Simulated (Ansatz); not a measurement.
Reaction (formal exchange of groups at the Si–Si bond): `[AlH2][SiH]([SiH3])Cl` + `Cl[B](Cl)[GeH3]` → `[SiH3][GeH2][B](Cl)Cl` + `[AlH2][SiH2]Cl`

Computed with Ansatz on PBE0-D4/def2-TZVP structures; ΔE is electronic, products minus reactants. CBS: MP2 limit from def2 TZ/QZ plus the TZ coupled-cluster correction, frozen cores. Functionals use def2-TZVPP. B3LYP here is the variant with VWN-RPA as its local correlation; programs differ in this. For Ge outer-core shells are correlated without core-valence functions, which leaves a few kJ/mol of doubt a bond. Scalar relativity is left out up to krypton. One conformer a species, not always the lowest.

`[AlH2][SiH]([SiH3])Cl`:

Cartesian coordinates in Å:
```
Al 2.106 0.325 -0.806
Si -0.052 -0.789 -0.435
Si -1.452 0.365 1.048
Cl -1.088 -0.996 -2.230
H 2.456 0.962 -2.215
H 3.127 0.426 0.407
H 0.133 -2.166 0.110
H -2.764 -0.319 1.187
H -1.675 1.750 0.553
H -0.791 0.440 2.381
```

`Cl[B](Cl)[GeH3]`:

Z-matrix (Å, degrees):
```
Ge
B 1 2.068
H 1 1.538 2 109.4
H 1 1.538 2 109.3 3 117.9
H 1 1.535 2 111.8 3 -121.1
Cl 2 1.743 1 119.8 3 -58.6
Cl 2 1.741 1 121.7 3 121.4
```

`[SiH3][GeH2][B](Cl)Cl`:

```xyz
10

Si    0.763   -0.935   -1.236
Ge    0.537    0.414    0.717
B    -1.465    0.837    0.957
Cl   -2.179    2.225    0.179
Cl   -2.497   -0.232    1.867
H     2.189   -1.285   -1.465
H     0.249   -0.192   -2.417
H    -0.025   -2.185   -1.072
H     1.348    1.708    0.537
H     1.079   -0.356    1.932
```

`[AlH2][SiH2]Cl`:

Cartesian coordinates in Å:
```
Al 0.186 1.339 0.492
Si -0.373 -0.916 -0.307
Cl 1.510 -1.660 -0.821
H 0.566 1.560 2.016
H 0.268 2.539 -0.542
H -1.213 -1.002 -1.532
H -0.944 -1.858 0.693
```

Problem. Is it downhill or uphill in electronic energy at CCSD(T)/CBS, and by how much? (Best estimate.)

Solution. Ansatz gave: Downhill: ΔE = -16.6 kJ/mol.

Problem. What do these levels give: r2SCAN-D4, PBE0-D4, B3LYP-D4, ωB97M-V, r2SCAN, PBE0, HF/def2-TZVPP, MP2/def2-TZVPP, MP2/def2-QZVPP, SCS-MP2/def2-QZVPP, HF/CBS(def2), CCSD/CBS(def2)? (Best estimate.)

Solution. Ansatz gave: r2SCAN-D4 -13.2, PBE0-D4 -11.9, B3LYP-D4 -14.6, ωB97M-V -16.5, r2SCAN -13.1, PBE0 -12.1, HF/def2-TZVPP -16.6, MP2/def2-TZVPP -19.6, MP2/def2-QZVPP -19.7, SCS-MP2/def2-QZVPP -18.7, HF/CBS(def2) -16.1, CCSD/CBS(def2) -17.1 kJ/mol.

Largest T1 diagnostic among the species: 0.013.
